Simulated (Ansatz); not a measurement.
The same path of CH5FGe + H2 (10 atoms, charge 0, multiplicity 1) was run twice with different band settings. Lost on the way: Ge1–F2, H9–H10. Made: Ge1–H9, F2–H10.

The calculation used Ansatz 0.2.0, RKS PBE/def2-SVP.

Relaxed end points:

```xyz
10
Properties=species:S:1:pos:R:3
Ge -0.023 0.278 -0.598
F 0.012 -0.273 1.088
H 1.455 0.554 -0.985
C -1.130 1.886 -0.643
H -2.154 1.654 -0.290
H -0.693 2.669 0.006
H -1.189 2.273 -1.680
H -0.630 -0.894 -1.415
H 1.463 -2.632 2.485
H 1.093 -2.040 2.161
```

```xyz
10
Properties=species:S:1:pos:R:3
Ge 0.067 -0.319 -0.711
F 0.937 0.437 2.255
H 1.554 0.005 -0.993
C -0.967 1.293 -0.288
H -2.045 1.054 -0.210
H -0.606 1.678 0.684
H -0.825 2.066 -1.068
H -0.531 -1.114 -1.901
H 0.023 -1.287 0.525
H 0.598 -0.337 1.837
```

Common settings: spring 5.0 eV/Å²; optimiser quadratic models (default); start path through a guess of the saddle point; force threshold 0.05 eV/Å; iteration limit 60; end points relaxed.

| run | movable images | climbing image |
| --- | --- | --- |
| 1 | 5 | yes |
| 2 | 6 | no |

What does each run give, and how far can it be trusted?

Run 1: converged after 21 iterations, highest image 1.733 eV above the first end. Neighbouring images differ by up to 1.3 eV, so the band resolves the path poorly. A vibrational analysis at the climbing image gives one clearly imaginary mode, 987i cm⁻¹: a first-order saddle point.
Run 2: converged after 38 iterations, highest image 0.846 eV above the first end. No image climbed, so the highest image needn't sit at the top of the path.
The orbitals stay closed-shell, which can raise the energy where a bond breaks towards radicals; this wasn't checked here.
